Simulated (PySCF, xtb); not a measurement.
C6H4F2, SMILES C#C[C@H](F)C=C=CF.

GFN2-xTB run with xtb 6.7.1 at its own geometry gives an orbital gap of 4.75 eV and a dipole moment of 3.73 D.

Coordinates come from a PBE0-D3(BJ)/def2-SVP optimisation. The structure was generated by enumeration; whether it is a known compound was not checked. One conformer was computed; it need not be the lowest.

Task: What does PBE/def2-TZVP in PySCF give? (The exact figures need the calculation; the answer reports its results.)

Result: gap 4.53 eV (levels -6.31 and -1.79 eV), dipole 2.33 D.
